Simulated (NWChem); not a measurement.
Isomers of C3H4BFO, each optimised at PBE0/def2-SVP with NWChem, gas phase unless a solvent is named. Flexible species stand in one conformer each, which need not be the lowest.  Relative energies count from the lowest isomer at each level and are electronic, without zero-point energy, on those geometries.

A: C=C=CB(O)F
B: O=C1CCB1F
C: FB1C=COC1

Problem. Rank them by relative energy, PBE/def2-SVP (kcal/mol), lowest first.

Solution. A (0.0), C (10.3), B (30.2)
